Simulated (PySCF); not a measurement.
Run record: geometry optimisation, `NC1=CC=CB1`.

Method: PBE0-D3(BJ)/def2-TZVP geometry optimisation, gas phase (PySCF 2.14.0). Start geometry: GFN2-xTB. The input is one job of a driver script: a line of settings, then coordinates in Å.

Input:
```
{"job": {"xc": "PBE0", "basis": "def2-TZVP", "d3": "d3bj", "grid": 2, "kind": "geom"}, "charge": 0, "multiplicity": 1}
N      2.078887     0.049192     0.168654
C      0.722374    -0.001651     0.047273
C     -0.048998    -1.108785     0.073608
C     -1.452436    -0.732102    -0.017526
C     -1.647129     0.607824    -0.106271
B     -0.270659     1.273180    -0.066022
H      2.552724     0.899605    -0.079056
H      2.610466    -0.804315     0.100420
H      0.279990    -2.131963     0.148494
H     -2.232489    -1.480815    -0.013008
H     -2.634895     1.033256    -0.181021
H      0.043364     2.395887    -0.101571
```

Output:
```
step   0  E = -235.38250241  max force = 0.018907
step   1  E = -235.38270948  max force = 0.008294
step   2  E = -235.38316162  max force = 0.010224
step   3  E = -235.38429954  max force = 0.001946
step   4  E = -235.38437658  max force = 0.004845
step   5  E = -235.38459054  max force = 0.002177
step   6  E = -235.38463061  max force = 0.003518
step   7  E = -235.38470776  max force = 0.000569
step   8  E = -235.38472715  max force = 0.000381
step   9  E = -235.38473868  max force = 0.000301
optimisation converged
```

Energies in Eh; «max force» is the largest Cartesian gradient component in Eh/bohr.

Task: Give the first gradient maximum in eV/Å.

Result: With 1 Eh/bohr = 51.422 eV/Å, 0.972 eV/Å.

Main results: final energy -235.38474 Eh after 9 steps; dipole 2.90 D.

On Arm Neoverse V2, one thread, no GPU, shared host with 96 logical CPUs at a one-minute load of 17, this took 2.1 min and 0.93 GiB of memory at its peak.
Labels such as C1 count atoms from 1, the log's own numbers from 0.
